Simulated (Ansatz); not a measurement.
Reaction (substitution at a C–N bond): `CN[SiH2][SiH3]` + `CNCO` → `CN(C)CO` + `N[SiH2][SiH3]`

Gas-phase electronic energies from Ansatz, PBE0-D4/def2-TZVP geometries. CBS: MP2 limit from def2 TZ/QZ plus the TZ coupled-cluster correction, frozen cores. This one scheme is used for every species. DFT in def2-TZVPP. One conformer a species, not always the lowest.

```json
{"level": "PBE-QIDH", "ΔE (kJ/mol)": "-24.0"}
{"level": "BLYP", "ΔE (kJ/mol)": "-16.6"}
{"level": "r2SCAN", "ΔE (kJ/mol)": "-23.4"}
{"level": "CAM-B3LYP", "ΔE (kJ/mol)": "-21.6"}
```

(1) What does CCSD(T)/CBS give? (Best estimate.)

Largest T1 diagnostic among the species: 0.012.

Results:

(1) Ansatz gave: -24.9 kJ/mol. The listed levels differ from it by 0.9, 8.3, 1.5, 3.3 kJ/mol.

In def2-TZVPP, CCSD(T) changes the Hartree–Fock value by −8.6 kJ/mol (the triples alone add −1.4 kJ/mol) and MP2 by −11.7 kJ/mol. Leaving LDA and LC-ωPBE aside and taking each functional with its dispersion term where it has one, the values, not all of them listed here, spread over 5.0 kJ/mol, from B97M-V to BLYP-D4. LDA lies −9.0 kJ/mol from PBE without D4.
